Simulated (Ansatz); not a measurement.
Coupled-cluster diagnostics for the cluster Na₃Cl₃⁻, Ansatz.

Geometry of the doublet (PBE-D4/def2-SVPD):

```xyz
6

Na   -0.8383   -0.0974   -0.2942
Na   -4.2369    1.2465   -0.5644
Na    3.9026   -1.0778    0.5578
Cl   -6.5480    2.0895   -0.7857
Cl    1.4617   -1.1689   -0.1976
Cl    6.2590   -0.9919    1.2842
```

Correlated methods freeze 18 core orbitals; core or outer-core shells of Na are correlated, in sets that lack core-valence functions. Another isomer (doublet) lies 0.71 eV lower at PBE0-D4/def2-TZVPD; other spin states weren't run for this one.

(1) Estimate the CCSD(T) correlation energy, the shares of MP2 and (T), T1 and the reference's ⟨S²⟩ for: charge -1, doublet, own geometry in def2-SVPD; and the rough time on 4 threads of Intel Xeon Platinum 8488C on a shared host.

Results:

(1) 
```json
{"state": "charge -1, doublet, own geometry", "basis": "def2-SVPD", "correlation (eV)": "-14.297", "MP2 share (%)": "90.9", "(T) share (%)": "2.3", "T1": "0.007", "⟨S²⟩ (pure)": "0.75 (0.75)", "wall time": "66 s"}
```
Customary marks for T1 are 0.02 (closed shells), 0.045 (open shells) and about 0.05 (3d metals). T1 stays under 0.02 throughout.
